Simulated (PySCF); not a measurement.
Tl: ionisation energy

Tl [Xe] 4f14 5d10 6s2 6p1 (2P) → Tl⁺ [Xe] 4f14 5d10 6s2 (1S), as a difference of total energies. Calculation: PySCF 2.14, in aug-cc-pVTZ-PP with one added diffuse shell each of d, f type with ECP60MDF (6s5p5d3f, 67 functions); scalar relativity through the core potential. Correlated levels: valence: 5s2 5p6 5d10 frozen. The calculations carry no spin-orbit coupling.

| method | ionisation energy (eV) |
| --- | --- |
| UHF | 5.007 |
| MP2 (valence) | 5.180 |
| SCS-MP2 (valence) | 5.162 |
| CCSD (valence) | 5.226 |
| CCSD(T) (valence) | 5.240 |

Q: How much does correlation contribute at CCSD(T) (valence)?

A: 5.240 − (5.007) = 0.233 eV, measured against UHF.

Errors of the correlated levels include the incompleteness of this basis and the frozen core.

For comparison: 5.464 eV (measured; NIST levels, between the centres of gravity of the two terms).
